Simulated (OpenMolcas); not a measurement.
Ni2+ among 6 point charges of -1 e arranged as a trigonal prism (D3h), with a polar angle of 53.0° against the regular 49.1°.

```
Program             : OpenMolcas 26.06
Method              : SS-CASPT2, IPEA 0.25 Eh, imaginary shift 0.1 Eh (closed shells correlated: 3s 3p)
Basis               : ANO-RCC-VDZP [5s4p2d1f]
Scalar Hamiltonian  : DKH2, point nucleus
Active space        : 8 electrons in 5 orbitals (3d)
State averaging     : 2S+1 = 3 even, 10 roots; 2S+1 = 1 even, 15 roots
Spin-orbit coupling : state interaction with AMFI integrals over the reference wave functions
```

All point charges move together. At R = 1.88 Å the first state of the same spin is 960 cm-1, and at R = 2.06 Å it is 490 cm-1.

A third run gives 1730 cm-1. What distance was it run at?

With a power law R^-n the two known points give n = -ln(490 / 960) / ln(2.06 / 1.88) = 7.36. Then R = 1.88 × (960 / 1730)^(1/7.36) = 1.735 Å. The run was at 1.71 Å, so the estimate is off by +0.025 Å.

Roots that are degenerate in the reference are averaged as groups; the widest CASPT2 spread within a group is 72 cm-1 (the 2-fold group of multiplicity 3 near 3080 cm-1 above the lowest state of its run, R = 2.06). Shifts and gaps below about the spread of the groups concerned are not significant. Free-ion shares, where given, are those of the reference states; single-state CASPT2 does not remix them. The ground term spreads over less than 5000 cm-1, several times less than with real ligands, so orbital moments are less quenched and χT lies further from the spin-only value than at real sites (holds for R = 1.88; R = 2.06). Spin-orbit coupling mixes the spin-free states strongly: the lowest level takes only 67 % from its leading state, 3A2 (holds for R = 2.06). This is an electrostatic model: the charges have no orbitals. No measured value stands beside these numbers.
